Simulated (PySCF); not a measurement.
CH4Al2N, CH3AlF, CH4AlO, CH6Al and others (calculated)

Calculation on a computer-drawn molecule: the log of a Hartree-Fock and frozen-core CCSD(T) single point meant for a local Hartree-Fock minimum, with one planted fault or none, to be diagnosed. Offsets are logged minus clean, where the clean run is the same molecule without the fault. The reference is restricted for singlets and unrestricted otherwise, and also for a bond in bohr or an excited solution. Adding or removing an electron swaps singlet and doublet. The excited solution moves the top pair (singlet) or top alpha electron (doublet) to the lowest empty orbital. Highest occupied and lowest empty are orbital energies over both spins, largest force is the largest gradient component, triples share is (T) over the correlation energy, the T1 limit is 0.02 restricted and 0.045 unrestricted, electrons count all cores, a negative frequency is imaginary (commonest isotopes), and the dipole is about the centre of nuclear charge. Program: PySCF 2.14.0.

Common to all runs: logged SCF converged yes; logged CC converged yes; logged SCF stable within its kind yes; possible faults no fault, one electron removed, one electron added, multiplicity raised by two, geometry at a saddle point, SCF held on an excited solution, minimal basis STO-3G, one bond length entered in bohr, all coordinates scaled.

```json
{"entry": 1, "formula": "CH4Al2N", "logged_structure": {"atoms_angstrom": [["C", 0.0811, 1.0263, 1.7179], ["Al", -0.0762, -0.4474, 0.4985], ["Al", -0.2853, -2.4195, -1.1275], ["N", -0.4132, -3.6351, -2.133], ["H", 0.7953, 0.7871, 2.5118], ["H", 0.4301, 1.9198, 1.1912], ["H", -0.8886, 1.2463, 2.1748], ["H", -0.494, -4.3988, -2.7631]]}, "given": {"meant_charge": 1, "meant_multiplicity": 1, "meant_basis": "cc-pV(D+d)Z", "logged_electrons": 41, "logged_basis_functions": 94, "logged_spin_squared": 0.762, "logged_highest_occupied [eV]": -20.849, "logged_lowest_empty [eV]": -10.368, "logged_largest_force [hartree/bohr]": 0.061281, "logged_T1_diagnostic": 0.016827, "logged_D1_diagnostic": 0.051813, "logged_triples_share": 0.027112, "logged_dipole_magnitude [debye]": 0.36572, "logged_energy_HF [hartree]": -577.79543, "logged_energy_CCSD(T) [hartree]": -578.19878, "drawn_bonds_atom": [1, 2, 3, 1, 1, 1, 4], "drawn_bonds_other_atom": [2, 3, 4, 5, 6, 7, 8], "drawn_bonds_order": [1, 1, 2, 1, 1, 1, 1]}, "results": {"planted_fault": "one electron removed", "HF_energy_offset_from_clean_run [kcal/mol]": 242.9, "CCSD(T)_energy_offset_from_clean_run [kcal/mol]": 289.0}}
{"entry": 2, "formula": "CH3AlF", "logged_structure": {"atoms_angstrom": [["C", 0.5165, -0.9687, -0.369], ["Al", 0.4272, 0.9517, -0.4027], ["F", 0.3525, 2.5576, -0.431], ["H", 1.5538, -1.2753, -0.5188], ["H", 0.1566, -1.3206, 0.6001], ["H", -0.1119, -1.3642, -1.1697]]}, "given": {"meant_charge": 1, "meant_multiplicity": 1, "meant_basis": "cc-pV(D+d)Z", "logged_electrons": 30, "logged_basis_functions": 66, "logged_spin_squared": 0.0, "logged_highest_occupied [eV]": -19.12, "logged_lowest_empty [eV]": -4.8902, "logged_largest_force [hartree/bohr]": 5.3274e-06, "logged_lowest_frequency [cm^-1]": 160.02, "logged_T1_diagnostic": 0.014929, "logged_D1_diagnostic": 0.034155, "logged_triples_share": 0.021947, "logged_dipole_magnitude [debye]": 3.3434, "logged_energy_HF [hartree]": -380.77367, "logged_energy_CCSD(T) [hartree]": -381.18435, "drawn_bonds_atom": [1, 2, 1, 1, 1], "drawn_bonds_other_atom": [2, 3, 4, 5, 6], "drawn_bonds_order": [1, 1, 1, 1, 1]}, "results": {"planted_fault": "no fault", "HF_energy_offset_from_clean_run [kcal/mol]": 0.0, "CCSD(T)_energy_offset_from_clean_run [kcal/mol]": 0.0}}
{"entry": 3, "formula": "CH3AlF", "logged_structure": {"atoms_angstrom": [["C", 0.5165, -0.9687, -0.369], ["Al", 0.4272, 0.9517, -0.4027], ["F", 0.3525, 2.5576, -0.431], ["H", 1.5538, -1.2753, -0.5188], ["H", 0.1566, -1.3206, 0.6001], ["H", -0.1119, -1.3642, -1.1697]]}, "given": {"meant_charge": 1, "meant_multiplicity": 1, "meant_basis": "cc-pV(D+d)Z", "logged_electrons": 30, "logged_basis_functions": 66, "logged_spin_squared": 2.0112, "logged_highest_occupied [eV]": -13.332, "logged_lowest_empty [eV]": -9.25, "logged_largest_force [hartree/bohr]": 0.14928, "logged_T1_diagnostic": 0.020991, "logged_D1_diagnostic": 0.08107, "logged_triples_share": 0.022388, "logged_dipole_magnitude [debye]": 7.546, "logged_energy_HF [hartree]": -380.58656, "logged_energy_CCSD(T) [hartree]": -380.97388, "drawn_bonds_atom": [1, 2, 1, 1, 1], "drawn_bonds_other_atom": [2, 3, 4, 5, 6], "drawn_bonds_order": [1, 1, 1, 1, 1]}, "results": {"planted_fault": "multiplicity raised by two", "HF_energy_offset_from_clean_run [kcal/mol]": 117.4, "CCSD(T)_energy_offset_from_clean_run [kcal/mol]": 132.1}}
{"entry": 4, "formula": "CH3AlF", "logged_structure": {"atoms_angstrom": [["C", 0.5108, -0.958, -0.3649], ["Al", 0.4225, 0.9412, -0.3982], ["F", 0.3486, 2.5295, -0.4263], ["H", 1.5367, -1.2613, -0.5131], ["H", 0.1548, -1.3061, 0.5935], ["H", -0.1106, -1.3492, -1.1569]]}, "given": {"meant_charge": 1, "meant_multiplicity": 1, "meant_basis": "cc-pV(D+d)Z", "logged_electrons": 30, "logged_basis_functions": 66, "logged_spin_squared": 0.0, "logged_highest_occupied [eV]": -19.195, "logged_lowest_empty [eV]": -4.8361, "logged_largest_force [hartree/bohr]": 0.013395, "logged_T1_diagnostic": 0.01461, "logged_D1_diagnostic": 0.033451, "logged_triples_share": 0.02159, "logged_dipole_magnitude [debye]": 3.2514, "logged_energy_HF [hartree]": -380.77301, "logged_energy_CCSD(T) [hartree]": -381.1824, "drawn_bonds_atom": [1, 2, 1, 1, 1], "drawn_bonds_other_atom": [2, 3, 4, 5, 6], "drawn_bonds_order": [1, 1, 1, 1, 1]}, "results": {"planted_fault": "all coordinates scaled, by -1.1 %", "HF_energy_offset_from_clean_run [kcal/mol]": 0.4126, "CCSD(T)_energy_offset_from_clean_run [kcal/mol]": 1.224}}
{"entry": 5, "formula": "CH4AlO", "logged_structure": {"atoms_angstrom": [["C", 0.7272, 0.1259, 0.6685], ["Al", 0.5061, -1.7823, 0.7169], ["O", 0.3224, -3.3677, 0.7572], ["H", 1.7694, 0.3621, 0.4445], ["H", 0.0808, 0.5437, -0.1061], ["H", 0.4556, 0.5447, 1.6396], ["H", 0.2138, -4.3036, 0.7812]]}, "given": {"meant_charge": 1, "meant_multiplicity": 1, "meant_basis": "cc-pV(D+d)Z", "logged_electrons": 30, "logged_basis_functions": 71, "logged_spin_squared": 2.0166, "logged_highest_occupied [eV]": -12.299, "logged_lowest_empty [eV]": -8.5336, "logged_largest_force [hartree/bohr]": 0.15589, "logged_T1_diagnostic": 0.017817, "logged_D1_diagnostic": 0.047165, "logged_triples_share": 0.024319, "logged_dipole_magnitude [debye]": 4.4412, "logged_energy_HF [hartree]": -356.58774, "logged_energy_CCSD(T) [hartree]": -356.97969, "drawn_bonds_atom": [1, 2, 1, 1, 1, 3], "drawn_bonds_other_atom": [2, 3, 4, 5, 6, 7], "drawn_bonds_order": [1, 1, 1, 1, 1, 1]}, "results": {"planted_fault": "multiplicity raised by two", "HF_energy_offset_from_clean_run [kcal/mol]": 125.4, "CCSD(T)_energy_offset_from_clean_run [kcal/mol]": 138.9}}
{"entry": 6, "formula": "CH6Al", "logged_structure": {"atoms_angstrom": [["C", -1.3425, 0.59, 1.5804], ["Al", -0.7356, 0.4285, -0.36], ["H", -1.5424, 1.6336, 1.863], ["H", -0.5855, 0.2091, 2.2808], ["H", -2.2664, 0.0252, 1.7707], ["H", -1.9098, 1.0147, -1.3622], ["H", 0.6522, 1.295, -0.5839], ["H", -0.4513, -1.1566, -0.7251]]}, "given": {"meant_charge": -1, "meant_multiplicity": 1, "meant_basis": "aug-cc-pV(D+d)Z", "logged_electrons": 26, "logged_basis_functions": 109, "logged_spin_squared": 0.0, "logged_highest_occupied [eV]": -5.3061, "logged_lowest_empty [eV]": 3.4271, "logged_largest_force [hartree/bohr]": 7.3405e-06, "logged_lowest_frequency [cm^-1]": 167.52, "logged_T1_diagnostic": 0.010117, "logged_D1_diagnostic": 0.023064, "logged_triples_share": 0.025783, "logged_dipole_magnitude [debye]": 3.2949, "logged_energy_HF [hartree]": -283.28509, "logged_energy_CCSD(T) [hartree]": -283.60189, "drawn_bonds_atom": [1, 1, 1, 1, 2, 2, 2], "drawn_bonds_other_atom": [2, 3, 4, 5, 6, 7, 8], "drawn_bonds_order": [1, 1, 1, 1, 1, 1, 1]}, "results": {"planted_fault": "no fault", "HF_energy_offset_from_clean_run [kcal/mol]": 0.0, "CCSD(T)_energy_offset_from_clean_run [kcal/mol]": 0.0}}
{"entry": 7, "formula": "CH5Al2", "logged_structure": {"atoms_angstrom": [["C", -0.8653, -2.374, 1.283], ["Al", -0.8648, -0.5517, 0.5239], ["Al", -2.4435, 0.1938, -1.4171], ["H", 0.1616, -2.7477, 1.379], ["H", -1.4327, -3.1021, 0.6962], ["H", -1.2865, -2.3619, 2.2964], ["H", -0.0218, 0.5637, 1.286], ["H", -2.1316, 0.2506, -2.9821]]}, "given": {"meant_charge": 0, "meant_multiplicity": 2, "meant_basis": "cc-pV(D+d)Z", "logged_electrons": 37, "logged_basis_functions": 28, "logged_spin_squared": 0.7716, "logged_highest_occupied [eV]": -2.7229, "logged_lowest_empty [eV]": 7.7197, "logged_largest_force [hartree/bohr]": 0.034661, "logged_T1_diagnostic": 0.011754, "logged_D1_diagnostic": 0.036309, "logged_triples_share": 0.0102, "logged_dipole_magnitude [debye]": 1.5953, "logged_energy_HF [hartree]": -518.24427, "logged_energy_CCSD(T) [hartree]": -518.38779, "drawn_bonds_atom": [1, 2, 1, 1, 1, 2, 3], "drawn_bonds_other_atom": [2, 3, 4, 5, 6, 7, 8], "drawn_bonds_order": [1, 1, 1, 1, 1, 1, 1]}, "results": {"planted_fault": "minimal basis STO-3G", "HF_energy_offset_from_clean_run [kcal/mol]": 3974, "CCSD(T)_energy_offset_from_clean_run [kcal/mol]": 4082}}
{"entry": 8, "formula": "CH7Al2N", "logged_structure": {"atoms_angstrom": [["C", -0.1716, 1.552, -1.9392], ["Al", -0.9512, -0.2013, -1.5341], ["N", -2.4873, -0.3683, -0.6263], ["Al", -3.6256, 0.8022, 0.0922], ["H", -0.0881, 1.6934, -3.0239], ["H", -0.7458, 2.3916, -1.5375], ["H", 0.848, 1.622, -1.5412], ["H", -0.2422, -1.5395, -2.0029], ["H", -2.7649, -1.3308, -0.4955], ["H", -4.9134, 0.2698, 0.8385], ["H", -3.3202, 2.3457, -0.034]]}, "given": {"meant_charge": 0, "meant_multiplicity": 1, "meant_basis": "cc-pV(D+d)Z", "logged_electrons": 45, "logged_basis_functions": 109, "logged_spin_squared": 0.7799, "logged_highest_occupied [eV]": -14.937, "logged_lowest_empty [eV]": -8.0148, "logged_largest_force [hartree/bohr]": 0.09687, "logged_T1_diagnostic": 0.032673, "logged_D1_diagnostic": 0.19119, "logged_triples_share": 0.026981, "logged_dipole_magnitude [debye]": 7.0538, "logged_energy_HF [hartree]": -579.95507, "logged_energy_CCSD(T) [hartree]": -580.44563, "drawn_bonds_atom": [1, 2, 3, 1, 1, 1, 2, 3, 4, 4], "drawn_bonds_other_atom": [2, 3, 4, 5, 6, 7, 8, 9, 10, 11], "drawn_bonds_order": [1, 1, 1, 1, 1, 1, 1, 1, 1, 1]}, "results": {"planted_fault": "one electron removed", "HF_energy_offset_from_clean_run [kcal/mol]": 218.2, "CCSD(T)_energy_offset_from_clean_run [kcal/mol]": 234.5}}
{"entry": 9, "formula": "CH4Al2N", "logged_structure": {"atoms_angstrom": [["C", -0.3496, -0.3034, 1.4622], ["Al", -0.5464, 0.907, -0.0237], ["N", -0.717, 1.9555, -1.3109], ["Al", -0.8866, 2.9978, -2.5905], ["H", 0.2703, 0.1513, 2.2383], ["H", 0.1243, -1.2306, 1.132], ["H", -1.3277, -0.5401, 1.887], ["H", -1.0442, 3.9666, -3.7798]]}, "given": {"meant_charge": 1, "meant_multiplicity": 1, "meant_basis": "cc-pV(D+d)Z", "logged_electrons": 42, "logged_basis_functions": 32, "logged_spin_squared": 0.0, "logged_highest_occupied [eV]": -11.186, "logged_lowest_empty [eV]": 2.8505, "logged_largest_force [hartree/bohr]": 0.032464, "logged_T1_diagnostic": 0.024536, "logged_D1_diagnostic": 0.070395, "logged_triples_share": 0.051349, "logged_dipole_magnitude [debye]": 2.6427, "logged_energy_HF [hartree]": -571.37997, "logged_energy_CCSD(T) [hartree]": -571.60836, "drawn_bonds_atom": [1, 2, 3, 1, 1, 1, 4], "drawn_bonds_other_atom": [2, 3, 4, 5, 6, 7, 8], "drawn_bonds_order": [1, 2, 1, 1, 1, 1, 1]}, "results": {"planted_fault": "minimal basis STO-3G", "HF_energy_offset_from_clean_run [kcal/mol]": 4333, "CCSD(T)_energy_offset_from_clean_run [kcal/mol]": 4475}, "notes": ["T1 above single-reference limit"]}
{"entry": 10, "formula": "CH5Al2", "logged_structure": {"atoms_angstrom": [["C", -0.7143, -2.0506, 1.492], ["Al", 0.6261, -1.3145, 0.2325], ["Al", 2.1745, 0.7715, 0.3672], ["H", -1.2003, -2.9591, 1.1255], ["H", -0.245, -2.2851, 2.4558], ["H", -1.4967, -1.3084, 1.6944], ["H", 1.7528, 2.1376, -0.3269], ["H", 3.6833, 0.6293, 0.8457]]}, "given": {"meant_charge": 0, "meant_multiplicity": 2, "meant_basis": "cc-pV(D+d)Z", "logged_electrons": 37, "logged_basis_functions": 85, "logged_spin_squared": 3.7561, "logged_highest_occupied [eV]": -6.2081, "logged_lowest_empty [eV]": -1.1303, "logged_largest_force [hartree/bohr]": 0.021511, "logged_T1_diagnostic": 0.026755, "logged_D1_diagnostic": 0.11711, "logged_triples_share": 0.029554, "logged_dipole_magnitude [debye]": 0.93471, "logged_energy_HF [hartree]": -524.47926, "logged_energy_CCSD(T) [hartree]": -524.78157, "drawn_bonds_atom": [1, 2, 1, 1, 1, 3, 3], "drawn_bonds_other_atom": [2, 3, 4, 5, 6, 7, 8], "drawn_bonds_order": [1, 1, 1, 1, 1, 1, 1]}, "results": {"planted_fault": "multiplicity raised by two", "HF_energy_offset_from_clean_run [kcal/mol]": 60.92, "CCSD(T)_energy_offset_from_clean_run [kcal/mol]": 69.36}}
```
